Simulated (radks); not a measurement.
Species: Zr+. Configuration: [Kr] 4d2 5p1 (not the ground configuration).

Method: scalar-relativistic Kohn-Sham, LDA (Slater exchange, Perdew-Wang correlation), spin-polarised, spherical densities, point nucleus; open shells are filled with parallel spins first (spin-orbit coupling, left out, can overturn this in heavy ions); computed with a radial shooting solver on a logarithmic mesh with Libxc functionals.

Energy parts (eV):
part                       energy
total                  -97803.834
kinetic                100533.791
electron-nucleus      -235311.653
Hartree                 39960.332
exchange-correlation    -2986.305

Orbitals (lengths in bohr, moments of r in powers of bohr; <r^-3> diverges for s and p1/2):
orbital  occ.  eigenvalue (eV)  <r^-3>
1s up       1        -17806.94       -
1s down     1        -17806.93       -
2s up       1        -2474.637       -
2s down     1        -2474.473       -
2p up       3        -2209.375    2151
2p down     3        -2209.244    2151
3s up       1        -411.4801       -
3s down     1        -411.3515       -
3p up       3        -325.0866   346.3
3p down     3        -324.9465   346.3
3d up       5        -182.8106   45.06
3d down     5        -182.6242   45.07
4s up       1         -62.7716       -
4s down     1         -61.7531       -
4p up       3         -40.7987   45.66
4p down     3         -39.6410   46.37
4d up       2         -11.6747   2.692
4d down     0         -10.1929   2.774
5p up       1          -7.4107   4.772
5p down     0          -6.1633   4.057

The highest occupied level is 5p up at -7.411 eV. The configuration is held as typed, so some empty levels lie below it. Summed over all electrons, <r^2> = 50.41 bohr^2, which gives a Langevin (diamagnetic) susceptibility term of -39.9 x 10^-6 cm^3/mol. Spin moment in Bohr magnetons: 3.
